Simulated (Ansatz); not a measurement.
Reaction (hydrogenolysis of a C–Si bond): `[SiH3]C1OC=CO1` + H₂ → `C1=COCO1` + SiH₄

Program: Ansatz. Geometries: PBE0-D4/def2-TZVP. ΔE: electronic, gas phase. CCSD(T)/CBS adds triple-zeta CCSD(T) − MP2 to the extrapolated MP2 energy (def2 sets, frozen cores). This one scheme is used for every species. DFT in def2-TZVPP.

```
         species  B97M-V energy (Eh)
`[SiH3]C1OC=CO1`          -557.79958
              H₂            -1.17250
      `C1=COCO1`          -267.18094
            SiH₄          -291.81115
```

Problem. Work out ΔE.

Solution. ΔE = (-267.18094) + (-291.81115) − (-557.79958) − (-1.17250) = -0.02001 Eh = -52.5 kJ/mol. CCSD(T)/CBS gives -43.4 kJ/mol.

Largest T1 diagnostic among the species: 0.014.

Leaving LDA and LC-ωPBE aside and taking each functional with its dispersion term where it has one, the values, not all of them listed here, spread over 16.6 kJ/mol, from B97M-V to revPBE-D4. LDA lies +5.6 kJ/mol from PBE without D4. The D4 term adds +11.4 kJ/mol with B3LYP and +6.4 kJ/mol with PBE0; it sums over pairs of atoms, weighted by their polarisabilities, and B3LYP, whose exchange is more repulsive, gets the larger term. At CCSD(T), def2-SVP lies −12.2 kJ/mol from the extrapolated value and def2-TZVPP −4.3 kJ/mol.

B3LYP here is the variant with VWN-RPA as its local correlation; programs differ in this.
